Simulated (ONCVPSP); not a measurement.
## P: one change to an ONCV potential, before and after

ONCVPSP 4.0.1 input, shortened (lines: element, Z, core and valence counts, functional; n l f; lmax; l rc ep ncon nbas qcut; lloc lpopt rc5 dvloc0; l nproj debl; icmod fcfact rcfact), PBE, scalar-relativistic:

```
  P 15.00    3    2        4      upf
    1    0    2.00
    2    0    2.00
    2    1    6.00
    3    0    1.00
    3    1    4.00
    2
    0    1.25    0.00    4    8    5.30
    1    1.25    0.00    4    7    5.90
    2    1.40    0.03    4    9    7.70
    1    5    1.25    0.00
    0    2    2.60
    1    0    2.30
    2    1    3.90
    3    3.25    1.10
```

All-electron outer shells of the reference configuration (PBE, scalar-relativistic, ld1.x):

| shell | level (eV) | outermost node (bohr) | outermost maximum (bohr) |
| --- | --- | --- | --- |
| 2s | -175.53 | 0.14 | 0.42 |
| 2p | -126.02 | – | 0.36 |
| 3s | -14.68 | 0.65 | 1.58 |
| 3p | -6.07 | 0.64 | 1.81 |

Change: all radii but the core radius scaled by about 1.23 (s 1.54, p 1.54, d 1.72 bohr).

Cutoffs: the cutoffs (Ha) at which the residual kinetic energy of the hardest occupied pseudo-wave falls to 1 and 0.1 mHa per electron; they do not see the model core or the augmentation charge, which bear on the density cutoff. Errors are all-electron minus pseudo energies relative to the spin-unpolarised reference configuration.

Problem. Predict the effect on cutoff, ghosts and configuration errors.

Solution. The potential gets softer (69 Ha and 105 Ha → 11 Ha and 14 Ha); the bound ghost in s disappears; of the 4 tests that both files solve, the error grows in 2 and shrinks in 2 by more than 15 % and 0.3 meV (median size 2.2 → 1.1 meV). A larger radius leaves more room for a smooth pseudo-wave, so fewer plane waves are needed.

```csv
quantity,base,changed
"cutoff, loose",69 Ha,11 Ha
"cutoff, tight",105 Ha,14 Ha
loose cutoff by channel,"s 20 Ha, p 69 Ha","s 11 Ha, p 4.7 Ha"
bound ghosts,s,none
GHOST(+) flags under 300 eV,none,none
"error for 3s2 3p3, meV [ΔE -8.53 eV]",+2.9,+1.6
"error for 3s2 3p2, meV [ΔE 1.20 eV]",+1.4,-0.5
"error for 3s2 3p1, meV [ΔE 20.34 eV]",+0.1,-0.4
"error for 3s1 3p0, meV [ΔE 102.09 eV]",+96,+163
"rms error of d²Exc/dni dnj with the model core, mHa",1.40,1.41
```

 A true bound ghost makes a file unfit for plane-wave use even where its test errors are small: the radial tests pick states by their node count and pass the ghost by.
